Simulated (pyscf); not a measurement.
Optimised with ωB97X-D3(BJ)/def2-SVP in PySCF.

Q: PBE/def2-TZVP puts the barrier of F–N•–F (SMILES F[N]F) + F–Ge:–F (SMILES [F][Ge][F]) [singlet] → F–N•–Ge(F)(F)–F (SMILES F[N][Ge]([F])([F])[F]) (insertion; doublet surface; F–N broken, F–Ge, Ge–N formed) at 73.2 kJ/mol and the reaction energy at -177.3 kJ/mol, from the separated reactants. What do PBE0-D3(BJ)/def2-TZVP, M06-2X/def2-TZVP, ωB97M-D3(BJ)/def2-TZVP give on the same structures?

A: PBE0-D3(BJ): ΔE‡ = 98.6 kJ/mol, ΔE = -210.6 kJ/mol; M06-2X: ΔE‡ = 88.9 kJ/mol, ΔE = -251.4 kJ/mol; ωB97M-D3(BJ): ΔE‡ = 112.0 kJ/mol, ΔE = -199.7 kJ/mol. PBE's barrier lies under all of them, by 15.7 to 38.8 kJ/mol. Its reaction energy lies over all of them, by 22.5 to 74.1 kJ/mol. Low barriers are usual for a GGA, whose delocalisation error favours stretched bonds. One saddle was located; it need not be the lowest between these sides. An unrestricted DFT solution here is markedly spin-contaminated. Elements up to Kr have no core potential and no relativistic terms here.
